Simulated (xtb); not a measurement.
S$_{2}$ (SMILES S=S), triplet, at a GFN2-xTB geometry; GFN0-xTB (xtb).

Here is a job for xtb.
```
$ xtb mol.xyz --gfn 0 --uhf 2 --ohess --json

# file mol.xyz
2

S     -0.00000000    -0.00000000    -0.95002097
S      0.00000000     0.00000000     0.95002097
```

What the program printed (banner, timings and long lists left out):

```
   ID    Z sym.   atoms
    1   16 S      1, 2

           -------------------------------------------------
          |                Calculation Setup                |
           -------------------------------------------------

           -------------------------------------------------
          |                 G F N 0 - x T B                 |
           -------------------------------------------------

          ...................................................
          :                      SETUP                      :
          :.................................................:
          :  # basis functions                  20          :
          :  # atomic orbitals                  18          :
          :  # shells                            6          :
          :  # electrons                        12          :
          :  electronic temp.          300.0000000     K    :
          :  accuracy                    1.0000000          :
          :  -> integral cutoff          0.2500000E+02      :
          :  -> integral neglect         0.1000000E-07      :
          ...................................................

         :::::::::::::::::::::::::::::::::::::::::::::::::::::
         ::                     SUMMARY                     ::
         :::::::::::::::::::::::::::::::::::::::::::::::::::::
         :: total energy              -6.465289563510 Eh    ::
         :: gradient norm              0.024324888566 Eh/a0 ::
         :: HOMO-LUMO gap              3.898127479164 eV    ::
         ::.................................................::
         :: H0 energy                 -6.480385411007 Eh    ::
         :: repulsion energy           0.015384635911 Eh    ::
         :: electrostat energy        -0.000000000000 Eh    ::
         :: -> Gsolv                   0.000000000000 Eh    ::
         ::    -> Gsasa                0.000000000000 Eh    ::
         ::    -> Gshift               0.000000000000 Eh    ::
         :: dispersion energy         -0.000288788414 Eh    ::
         :: short-range corr.          0.000000000000 Eh    ::
         :: add. restraining           0.000000000000 Eh    ::
         :: total charge               0.000000000000 e     ::
         :::::::::::::::::::::::::::::::::::::::::::::::::::::

      -----------------------------------------------------------
     |                   =====================                   |
     |                        A N C O P T                        |
     |                   =====================                   |
     |               Approximate Normal Coordinate               |
     |                Rational Function Optimizer                |
      -----------------------------------------------------------
      -----------------------------------------------------------
     |                   =====================                   |
     |                        A N C O P T                        |
     |                   =====================                   |
     |               Approximate Normal Coordinate               |
     |                Rational Function Optimizer                |
      -----------------------------------------------------------

          ...................................................
          :                      SETUP                      :
          :.................................................:
          :   optimization level            normal          :
          :   max. optcycles                   200          :
          :   ANC micro-cycles                  20          :
          :   degrees of freedom                 1          :
          :.................................................:
          :   RF solver                   davidson          :
          :   write xtbopt.log                true          :
          :   linear (good luck)              true          :
          :   energy convergence         0.5000000E-05 Eh   :
[...]
 * total energy  :    -6.4652896 Eh     change        0.0000000E+00 Eh
 * total energy  :    -6.4658234 Eh     change       -0.5338452E-03 Eh
 * total energy  :    -6.4658238 Eh     change       -0.3432246E-06 Eh
   *** GEOMETRY OPTIMIZATION CONVERGED AFTER 3 ITERATIONS ***
         :: total energy              -6.465823751958 Eh    ::
[...]
   0.0000  -0.0000   0.0000  total (Debye):    0.000

           -------------------------------------------------
          |               Frequency Printout                |
           -------------------------------------------------
 vibrational frequencies (cm⁻¹)
eigval :        0.00     0.00     0.00     0.00     0.00   714.29
 reduced masses (amu)
   1: 32.06   2: 32.06   3: 32.06   4: 32.06   5: 32.06   6: 32.06
 IR intensities (km·mol⁻¹)
   1:  0.00   2:  0.00   3:  0.00   4:  0.00   5:  0.00   6:  0.00
 Raman intensities (Ä⁴*amu⁻¹)
   1:  0.00   2:  0.00   3:  0.00   4:  0.00   5:  0.00   6:  0.00
 output can be read by thermo (or use thermo option).
 writing <g98.out> molden fake output.
 recommended (thermochemical) frequency scaling factor: 1.0
           -------------------------------------------------
          |             Thermodynamic Functions             |
           -------------------------------------------------

din symmetry found (for desy threshold:  0.10E+00) used in thermo

          ...................................................
          :                      SETUP                      :
          :.................................................:
          :  # frequencies                           1      :
          :  # imaginary freq.                       0      :
          :  linear?                              true      :
          :  only rotor calc.                    false      :
          :  symmetry                              din      :
          :  rotational number                       2      :
          :  scaling factor                  1.0000000      :
          :  rotor cutoff                   50.0000000 cm⁻¹ :
          :  imag. cutoff                  -20.0000000 cm⁻¹ :
          :.................................................:

    mode    ω/cm⁻¹     T·S(HO)/kcal·mol⁻¹    T·S(FR)/kcal·mol⁻¹   T·S(vib)
   ------------------------------------------------------------------------
   ------------------------------------------------------------------------

   temp. (K)  partition function   enthalpy   heat capacity  entropy
                                   cal/mol     cal/K/mol   cal/K/mol   J/K/mol
 298.15  VIB   1.03                   67.173      0.802      0.290
         ROT   344.                  592.502      1.987     13.595
         INT   355.                  659.675      2.789     13.884
         TR   0.497E+27             1481.254      4.968     38.376
         TOT                        2140.9287     7.7575    52.2608   218.6591

       T/K    H(0)-H(T)+PV         H(T)/Eh          T*S/Eh         G(T)/Eh
   ------------------------------------------------------------------------
    298.15    0.341179E-02    0.503905E-02    0.248308E-01   -0.197917E-01
   ------------------------------------------------------------------------

         :::::::::::::::::::::::::::::::::::::::::::::::::::::
         ::                  THERMODYNAMIC                  ::
         :::::::::::::::::::::::::::::::::::::::::::::::::::::
         :: total free energy          -6.485615483700 Eh   ::
         ::.................................................::
         :: total energy               -6.465823751958 Eh   ::
         :: zero point energy           0.001627264600 Eh   ::
         :: G(RRHO) w/o ZPVE           -0.021418996342 Eh   ::
         :: G(RRHO) contrib.           -0.019791731741 Eh   ::
         :::::::::::::::::::::::::::::::::::::::::::::::::::::

optimized geometry written to: xtbopt.xyz

           -------------------------------------------------
          | TOTAL ENERGY               -6.465823751958 Eh   |
          | TOTAL ENTHALPY             -6.460784700338 Eh   |
          | TOTAL FREE ENERGY          -6.485615483700 Eh   |
          | GRADIENT NORM               0.000535497509 Eh/α |
          | HOMO-LUMO GAP               4.021891533138 eV   |
           -------------------------------------------------

normal termination of xtb
```
